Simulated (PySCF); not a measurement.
**ECD: SMILES F/C1=C\CCCCCC1, C8H13F**

Molfile (atoms numbered from 1):
```
C8H13F
     RDKit          3D

 22 22  0  0  0  0  0  0  0  0999 V2000
   -0.5646    1.0263    1.8678 F   0  0  0  0  0  0  0  0  0  0  0  0
   -0.6491    1.2367    0.5364 C   0  0  0  0  0  0  0  0  0  0  0  0
    0.4685    1.3935   -0.1747 C   0  0  0  0  0  0  0  0  0  0  0  0
    1.7800    0.8938    0.3262 C   0  0  0  0  0  0  0  0  0  0  0  0
    1.8430   -0.6045   -0.0457 C   0  0  0  0  0  0  0  0  0  0  0  0
    0.6093   -1.4372    0.3504 C   0  0  0  0  0  0  0  0  0  0  0  0
   -0.6427   -1.3812   -0.5682 C   0  0  0  0  0  0  0  0  0  0  0  0
   -1.9236   -0.7452   -0.0022 C   0  0  0  0  0  0  0  0  0  0  0  0
   -1.9499    0.8018   -0.0212 C   0  0  0  0  0  0  0  0  0  0  0  0
    0.3430    1.5370   -1.2515 H   0  0  0  0  0  0  0  0  0  0  0  0
    1.8412    1.0073    1.4190 H   0  0  0  0  0  0  0  0  0  0  0  0
    2.6394    1.4269   -0.1094 H   0  0  0  0  0  0  0  0  0  0  0  0
    2.7374   -1.0455    0.4263 H   0  0  0  0  0  0  0  0  0  0  0  0
    2.0020   -0.6999   -1.1349 H   0  0  0  0  0  0  0  0  0  0  0  0
    0.3236   -1.1819    1.3842 H   0  0  0  0  0  0  0  0  0  0  0  0
    0.9398   -2.4870    0.3968 H   0  0  0  0  0  0  0  0  0  0  0  0
   -0.3831   -0.8837   -1.5193 H   0  0  0  0  0  0  0  0  0  0  0  0
   -0.9028   -2.4144   -0.8497 H   0  0  0  0  0  0  0  0  0  0  0  0
   -2.7950   -1.1152   -0.5670 H   0  0  0  0  0  0  0  0  0  0  0  0
   -2.0665   -1.0871    1.0366 H   0  0  0  0  0  0  0  0  0  0  0  0
   -2.8114    1.1825    0.5497 H   0  0  0  0  0  0  0  0  0  0  0  0
   -2.0368    1.1618   -1.0573 H   0  0  0  0  0  0  0  0  0  0  0  0
  1  2  1  0
  2  3  2  0
  3  4  1  0
  4  5  1  0
  5  6  1  0
  6  7  1  0
  7  8  1  0
  8  9  1  0
  9  2  1  0
  3 10  1  0
  4 11  1  0
  4 12  1  0
  5 13  1  0
  5 14  1  0
  6 15  1  0
  6 16  1  0
  7 17  1  0
  7 18  1  0
  8 19  1  0
  8 20  1  0
  9 21  1  0
  9 22  1  0
M  END
```

Method: PySCF, TDDFT CAM-B3LYP/aug-cc-pVDZ circular dichroism and optical rotation, one conformer, gas phase. Geometry: PBE0-D3(BJ)/def2-SVP.

No stereocentre is labelled: unless the shape is locked (an allene, a helicene, a hindered biaryl), the mirror image is equally populated and a measured rotation or CD is zero.

Which excitations and rotatory strengths does the calculation give?

Rotatory strengths R in 10⁻⁴⁰ esu² cm², velocity form and length form (origin at the centre of mass); f in length form.
```csv
state,E (eV),λ (nm),f,R (velocity),R (length),main
1,5.87,211,0.021,+3.0,+2.9,"HOMO→LUMO 0.64, HOMO→LUMO+2 0.18"
2,6.34,196,0.167,-76.2,-77.7,"HOMO→LUMO+1 0.46, HOMO→LUMO+7 0.12"
3,6.48,191,0.038,+12.3,+12.7,"HOMO→LUMO+3 0.34, HOMO→LUMO+2 0.31"
4,6.57,189,0.032,+36.0,+36.7,"HOMO→LUMO+4 0.41, HOMO→LUMO+1 0.17"
5,6.77,183,0.016,-1.3,-1.3,"HOMO→LUMO+2 0.33, HOMO→LUMO+3 0.26"
6,7.15,173,0.005,-8.4,-8.8,"HOMO→LUMO+7 0.38, HOMO→LUMO+6 0.21"
7,7.21,172,0.004,+10.2,+10.5,"HOMO→LUMO+6 0.68, HOMO→LUMO+7 0.13"
8,7.29,170,0.014,-7.1,-7.2,"HOMO→LUMO+5 0.58, HOMO→LUMO+7 0.12"
9,7.39,168,0.016,-13.5,-13.8,"HOMO→LUMO+8 0.48, HOMO→LUMO+4 0.15"
10,7.42,167,0.016,+4.1,+4.1,"HOMO→LUMO+9 0.43, HOMO→LUMO+8 0.21"
11,7.93,156,0.009,-22.8,-22.6,"HOMO→LUMO+11 0.15, HOMO−1→LUMO+9 0.15"
12,7.95,156,0.047,-14.7,-14.8,"HOMO→LUMO+11 0.37, HOMO→LUMO+14 0.11"
```

Among the states computed, the strongest CD band (largest |R|) is state 2. The largest dissymmetry factor in size, g = 4R/(D+G), with D and G the electric and magnetic dipole strengths, is +0.032 for state 7 (velocity form, f = 0.004), among bands with |R| over 0.5. The mirror image has the same energies and oscillator strengths and all R with the opposite sign.
